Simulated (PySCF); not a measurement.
A small calculation by hand: entropy of an ideal gas

CH₅OSb, SMILES [O](C)[SbH2].

Geometry optimised at PBE0-D3(BJ)/def2-SVP. The def2 effective core potentials stand for the cores of Sb; spin–orbit coupling is left out.

PBE0-D3(BJ)/def2-SVP in PySCF gives the harmonic wavenumbers 167, 188, 245, 548, 637, 695, 858, 1148, 1172, 1186, 1461, 1461, 1477, 1905, 1908, 2978, 3046, 3105 cm⁻¹ and the rotational temperatures 1.4373, 0.1515, 0.1445 K. The molar mass is 154.81 g/mol, the symmetry number 1, the spin multiplicity 1.

Question: Work out the entropy at 298.15 K and 1 atm in the rigid-rotor, harmonic-oscillator model.

Answer: 
Translation (Sackur–Tetrode at 1 atm): S = R[1.5 ln M + 2.5 ln T − 1.16487] = 171.6 J/(mol K).
Rotation: q = (√π/σ) T^1.5/√(θA θB θC) = 51400, S = R[ln q + 3/2] = 102.7 J/(mol K).
Vibration: with u = 1.4388 ν/T, each mode gives R[u/(e^u − 1) − ln(1 − e^−u)]:
```tsv
ν (cm⁻¹)	modes	u	S (J/(mol K))
167	1	0.81	10.33
188	1	0.91	9.40
245	1	1.18	7.39
548	1	2.64	2.29
637	1	3.07	1.63
695	1	3.35	1.31
858	1	4.14	0.69
1148	1	5.54	0.21
1172	1	5.66	0.19
1186	1	5.72	0.18
1461	2	7.05	0.12
1477	1	7.13	0.05
1905	1	9.19	0.01
1908	1	9.21	0.01
```
The stiffer modes add less than 0.005 each. Sum 33.8 J/(mol K).
Spin: R ln 1 = 0.0 J/(mol K).
Total 308.1 J/(mol K); the program's own thermochemistry gives 308.1. Translation makes up 56 % and vibration 11 %. Anharmonicity, hindered rotation and orbital degeneracy are left out.
